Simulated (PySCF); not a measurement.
# How methods differ on the ionisation energy of Ru²⁺

Ru²⁺ [Kr] 4d6 [4d3/2^4 4d5/2^2, M_J = 4] → Ru³⁺ [Kr] 4d5 [4d3/2^4 4d5/2^1, M_J = 5/2], as a difference of total energies. Computed with PySCF 2.14 in x2c-TZVPPall-2c (8s9p7d2f1g, 93 functions), with the two-component X2C-1e Hamiltonian. Correlated levels: [Ar] 3d10 frozen; the 6 highest virtual spinors dropped. "Screened" scales the spin-orbit matrix elements by Boettger's factors to mimic the two-electron term; Breit and QED terms are absent.

Task: Order these methods by the ionisation energy they give, lowest first.
A. GMP2 (screened spin-orbit)
B. GHF (spin-free)
C. GHF (screened spin-orbit)
D. GMP2 (spin-free)

Result: B (26.450 eV), C (26.573 eV), D (27.954 eV), A (28.090 eV).

The spin-free rows relax to the high-spin LS determinant and lack the spin-orbit shift.

Errors of the correlated levels include the incompleteness of this basis and the frozen core.

The labels give the starting determinants; with spin-orbit coupling the two ends relaxed to ⟨J²⟩ = 20.02, ⟨L²⟩ = 6.08, ⟨S²⟩ = 5.97 and ⟨J²⟩ = 8.75, ⟨L²⟩ = 0.02, ⟨S²⟩ = 8.73.

For comparison: 28.47 eV (semi-empirical (NIST evaluation); NIST Atomic Spectra Database, ionization energies).
